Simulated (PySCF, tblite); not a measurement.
Isomers of C6H7FO2. Level: GFN2-xTB in tblite, geometry and Hessian alike; calculated harmonic values, unscaled, isolated species. Errors from tens to a few hundred cm⁻¹ against measured bands are possible. One conformer each.

Electronic energies: PBE0/pcSseg-1 single points on the GFN2-xTB geometries (PySCF, gas phase).

```csv
SMILES,"electronic energy, lowest = 0 (kcal/mol)"
C=C/C(=C/C(=O)F)OC,0.0
CO/C=C(\C)C(F)=C=O,33.7
C=C/C=C(/OC)C(=O)F,4.8
```

Question: How do GFN2-xTB zero-point energies change the relative energies?

Answer: 
```csv
SMILES,ZPE (kcal/mol),of it from modes above 1550 cm⁻¹,electronic (kcal/mol),"with ZPE, lowest = 0 (kcal/mol)",lowest mode (cm⁻¹),rings
C=C/C(=C/C(=O)F)OC,73.2,37.9,0.0,0.0,57,0
C=C/C=C(/OC)C(=O)F,73.0,37.8,4.8,4.6,13i,0
CO/C=C(\C)C(F)=C=O,72.8,35.7,33.7,33.3,45,0
```

The zero-point energies span 0.4 kcal/mol, from `CO/C=C(\C)C(F)=C=O` to `C=C/C(=C/C(=O)F)OC`. Slightly imaginary modes are left out of the zero-point energy: `C=C/C=C(/OC)C(=O)F` 13.2i cm⁻¹. The order is unchanged.

Question: And how do the electronic energies of GFN2-xTB itself compare?

Answer: `C=C/C(=C/C(=O)F)OC` 0.0; `C=C/C=C(/OC)C(=O)F` 6.6; `CO/C=C(\C)C(F)=C=O` 14.4 kcal/mol, lowest = 0. Against the energies above, taken from the same isomer `C=C/C(=C/C(=O)F)OC`, the largest difference is 19.3 kcal/mol.
